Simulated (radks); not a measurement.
Charge is removed step by step from the 5p3/2 level of Ho+, starting from [Kr] 4d10 4f11 5s2 5p(1/2: 2, 3/2: 4) 6s1. Method: Dirac Kohn-Sham, PBE, spin-unpolarised, spherical densities, finite nucleus; open shells fill j = l - 1/2 first; Fermi nuclear charge, rms radius 5.2022 fm; computed with a radial shooting solver on a logarithmic mesh with Libxc functionals.

| removed (e) | E - E(0) (eV) | eigenvalue (eV) | E minus straight line (eV) |
|---|---|---|---|
| 0 | 0.000 | -30.953 | 0.000 |
| 0.25 | 8.103 | -33.889 | -1.135 |
| 0.5 | 16.951 | -36.907 | -1.526 |
| 0.75 | 26.563 | -39.997 | -1.153 |
| 1 | 36.955 | -43.151 | 0.000 |

Removing the whole electron costs 36.955 eV by Delta-SCF, against 30.953 eV from minus the eigenvalue at the starting occupation. Slater's transition state (half an electron removed) gives 36.907 eV. Integrating minus the eigenvalue over the occupation (Janak's theorem) gives 36.955 eV. The mean slope of the eigenvalue, de/dn, is 12.2 eV per electron.
